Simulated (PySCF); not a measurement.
A structure optimised at B3LYP-D3(BJ)/def2-SVP, used in a PySCF frequency run:

```xyz
3

Cd     0.0000     0.0000     0.0000
Br     0.0000     0.0000    -2.4257
Br     0.0000     0.0000     2.4257
```

Task: Write its SMILES, formula and point group.

Result: [Br][Cd][Br], Br₂Cd, D∞h

Task: What are its rotational constants (standard atomic weights)?

Result: 0.53744 GHz (linear rotor, B only)
